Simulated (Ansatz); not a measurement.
A run on `CC(C)[NH][Al]([F])[F]` with other settings.

```yaml
crystal:
  periodic: [false, false, false]
  atoms:
    - {symbol: C, position_ang: [-0.587930, -0.351036, 1.561321]}
    - {symbol: C, position_ang: [0.263125, -0.098523, 0.325558]}
    - {symbol: C, position_ang: [1.051586, -1.340334, -0.063431]}
    - {symbol: N, position_ang: [-0.550568, 0.377451, -0.785895]}
    - {symbol: Al, position_ang: [-0.452380, 1.912016, -1.614294]}
    - {symbol: F, position_ang: [0.663399, 3.027513, -1.160194]}
    - {symbol: F, position_ang: [-1.463489, 2.272013, -2.855759]}
    - {symbol: H, position_ang: [-1.326970, -1.133806, 1.361637]}
    - {symbol: H, position_ang: [0.025473, -0.678627, 2.404390]}
    - {symbol: H, position_ang: [-1.125114, 0.552929, 1.854522]}
    - {symbol: H, position_ang: [0.978207, 0.697901, 0.562248]}
    - {symbol: H, position_ang: [1.685614, -1.680545, 0.759115]}
    - {symbol: H, position_ang: [1.685113, -1.142768, -0.930203]}
    - {symbol: H, position_ang: [0.371213, -2.158495, -0.321341]}
    - {symbol: H, position_ang: [-1.239078, -0.306389, -1.068475]}
basis:
  gaussian: {orbitals: def2-SVP, nuclear_model: gaussian}
hamiltonian: {xc: {name: PBEsol}}
accuracy: high
output: {forces: true}
```

```sh
$ ansatz run in.yaml --threads 4 --pin off --events-out ev --progress --plain --max-ram 11315MiB
```

Output, abridged:

```
Functional definition: PBEsol
3403 factors; integrals over basis functions are off by at most 7.7e-9 eV
mean field evaluation 1: about -16674.9093 eV, gradient 9.2e1 eV
mean field evaluation 2: about -16620.8613 eV, gradient 1.7e2 eV
mean field evaluation 4: about -16692.9241 eV, gradient 1.4e1 eV
mean field evaluation 8: about -16693.2499 eV, gradient 3.0e-1 eV
mean field evaluation 16: about -16693.2501 eV, gradient 5.8e-5 eV
mean field -16693.25013220 eV, -613.4656272669 hartree, gradient 2.1e-8 eV, S^2 0.000000; 0 other end points of the search recorded, 0 dependent functions left out
reference -16693.25013703 eV, -613.4656274447 hartree; 32, 32 occupied and 110, 110 virtual orbitals, 3403 factors
Total energy: -16693.25013703 eV, -613.4656274447 hartree
Atom 0 at    -0.587930    -0.351036     1.561321 Å, force     0.298080     0.103368    -0.351905 eV/Å
Atom 1 at     0.263125    -0.098523     0.325558 Å, force    -0.374773    -0.313841    -0.188102 eV/Å
Atom 2 at     1.051586    -1.340334    -0.063431 Å, force    -0.199130     0.403943     0.142292 eV/Å
Atom 3 at    -0.550568     0.377451    -0.785895 Å, force     0.407057     0.176500     0.305187 eV/Å
Atom 4 at    -0.452380     1.912016    -1.614294 Å, force    -0.004445    -0.258379     0.150687 eV/Å
Atom 5 at     0.663399     3.027513    -1.160194 Å, force     0.503999     0.485492     0.216505 eV/Å
Atom 6 at    -1.463489     2.272013    -2.855759 Å, force    -0.452080     0.145131    -0.544850 eV/Å
Atom 7 at    -1.326970    -1.133806     1.361637 Å, force    -0.420613    -0.446903    -0.104978 eV/Å
Atom 8 at     0.025473    -0.678627     2.404390 Å, force     0.327252    -0.193370     0.497180 eV/Å
Atom 9 at    -1.125114     0.552929     1.854522 Å, force    -0.318881     0.518877     0.161781 eV/Å
Atom 10 at     0.978207     0.697901     0.562248 Å, force     0.416294     0.476036     0.130611 eV/Å
Atom 11 at     1.685614    -1.680545     0.759115 Å, force     0.368886    -0.218768     0.456054 eV/Å
Atom 12 at     1.685113    -1.142768    -0.930203 Å, force     0.356535     0.111567    -0.507375 eV/Å
Atom 13 at     0.371213    -2.158495    -0.321341 Å, force    -0.380705    -0.470846    -0.144385 eV/Å
Atom 14 at    -1.239078    -0.306389    -1.068475 Å, force    -0.527475    -0.518808    -0.218702 eV/Å
Dipole moment:    -0.029693    -0.471617     0.255578 e Å
```

Hardware: 4 threads of an Arm Neoverse V1 on a shared host. Wall time 7.5 s, peak host memory 0.62 GiB.
